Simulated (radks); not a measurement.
Results of a calculation; reference values are marked as such.
The hydrogen anion H-, [He], held by a Watson sphere: a shell of charge +1 at radius R that stands for the Madelung well of a crystal (potential energy -1/R inside, -1/r outside, in hartree with lengths in bohr). Code: a radial shooting solver on a logarithmic mesh with Libxc functionals. Model: scalar-relativistic Kohn-Sham, LDA (Slater exchange, Perdew-Wang correlation), spin-polarised, spherical densities, finite nucleus; Fermi nuclear charge, rms radius of each element as measured or else 0.836 A^(1/3) + 0.57 fm. Response by self-consistent Sternheimer equations with the Hartree and adiabatic LDA kernel, the relativistic mass of each level held fixed and spin-orbit coupling left out. The sphere does not respond.

R (bohr),e(1s) (eV),<r> 1s (bohr),sum of <r^2> (bohr^2),X-ray form factor at sin(theta)/lambda = 0.3 1/angstrom,alpha (bohr^3)
1.71,-7.516,1.720,7.835,0.365,12.56
1.73,-7.465,1.728,7.904,0.361,12.78
1.76,-7.389,1.739,8.009,0.356,13.11
2.2,-6.421,1.889,9.511,0.305,18.46
2.58,-5.746,2.001,10.75,0.280,23.80
3.28,-4.767,2.171,12.89,0.260,35.32
3.3,-4.743,2.175,12.94,0.259,35.68
